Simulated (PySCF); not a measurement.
Si⁻ (silicon, charge -1) across methods

[Ne] 3s2 3p3, high-spin 4S determinant. Computed with PySCF 2.14 in aug-cc-pV(T+d)Z with one added diffuse shell each of s, p, d, f type (7s6p5d3f, 71 functions), with the non-relativistic Hamiltonian (point nucleus). The B2PLYP total includes its PT2 part (frozen core); its orbital energies are those of the SCF part.

| method | E (hartree) | mean ε 3s α (eV) | mean ε 3s β (eV) | mean ε 3p α (eV) | Σ⟨r²⟩ (bohr²) | ⟨S²⟩ |
| --- | --- | --- | --- | --- | --- | --- |
| LDA | -288.2708 | -5.199 | -3.483 | 1.000 | 62.49 | 3.751 |
| M06-L | -289.4131 | -5.235 | -2.691 | 1.350 | 52.92 | 3.757 |
| PBE0 | -289.3082 | -6.625 | -4.024 | 0.342 | 57.66 | 3.750 |
| revPBE | -289.3740 | -5.123 | -3.191 | 1.046 | 64.00 | 3.750 |
| UHF | -288.88805 | -10.907 | -5.571 | -1.688 | 54.90 | 3.751 |
| PBE | -289.2826 | -5.156 | -3.279 | 1.024 | 63.76 | 3.750 |
| B2PLYP | -289.3056 | -8.135 | -4.816 | -0.239 | 57.06 | 3.750 |
| r2SCAN | -289.4031 | -5.576 | -3.093 | 0.922 | 57.63 | 3.750 |
| r2SCAN0 | -289.4003 | -6.949 | -3.940 | 0.215 | 55.72 | 3.750 |

The highest occupied level is positive at LDA, M06-L, PBE0, revPBE, PBE, r2SCAN, r2SCAN0: only the finite basis holds that electron, which in a density functional comes from self-interaction.
